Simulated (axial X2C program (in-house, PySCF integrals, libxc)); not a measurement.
Potential curves of ZnC⁺, with spin–orbit coupling

Calculated with an in-house relativistic program for diatomic molecules. Two-component (2c) means X2C with spin–orbit coupling and atomic mean-field two-electron Coulomb and Gaunt terms. Basis: Zn dyall-v3z [9s10p6d3f2g], C dyall-v3z [7s6p2d1f] (cores contracted in-house); Gaussian nuclei, density fitting, unrestricted open shells. Masses: Zn 63.929 u, C 12.000 u.

State: Ω = 1/2 (⟨Sz⟩ = -0.50, ⟨Lz⟩ = 1.00 at HF). Energies in cm⁻¹ from the fragments at the same level (Zn+ + C). Fits are polynomials in 1 − R0/R over 0.85 to 1.23 times the lowest point R0.

```tsv
R (Å)	HF
1.8044	4086
1.8873	910
1.9496	-798
2.0118	-2057
2.0740	-2962
2.1466	-3673
2.2192	-4098
2.3125	-4337
2.4266	-4311
2.5925	-3912
```

One determinant describes the state; a PBE0 search over occupations chose it and may have missed a lower one. Dissociation energies refer to the lowest single-determinant-based atoms at the same level and basis. PBE0 can misorder states that lie within some tenths of an eV, so this need not be the ground state of the molecule. The nearest other 2c determinant of the search, Ω = 3/2, lies 0.01 eV up at the distance of the search. The determinant is spin-polarised beyond a pure state at some levels (its spin-free form has ⟨S²⟩ too high), which makes Re and μ there less reliable.

(1) Fit the HF curve near its minimum: give the equilibrium distance, the harmonic wavenumber and the well depth.

Answers

(1) At HF, 2c: Re = 2.357 Å, ωe ≈ 275 cm⁻¹, De = 0.54 eV to Zn+ + C; Be follows as 0.3 cm⁻¹.
